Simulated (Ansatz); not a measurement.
Br2Ge (SMILES [Br][Ge][Br]) moved off its minimum; all values from Ansatz (a quantum-chemistry and plane-wave program), cores frozen in correlated methods.
(charge 0, multiplicity 1)
```xyz
3

Ge    -0.08152    -0.17071     0.80957
Br     0.91577    -1.45933    -0.31436
Br    -0.95038     1.42874    -0.54961
```

Question: Give the forces (eV/Å), the total energy and the dipole at CCSD(T)/aug-cc-pVTZ.

Answer: 
```json
[
 {"atom": "Ge1", "Fx": "-4.416", "Fy": "5.278", "Fz": "7.073"},
 {"atom": "Br2", "Fx": "4.957", "Fy": "-6.344", "Fz": "-5.884"},
 {"atom": "Br3", "Fx": "-0.541", "Fy": "1.066", "Fz": "-1.189"}
]
```
Energy -7220.8406 hartree, dipole 1.70 D.
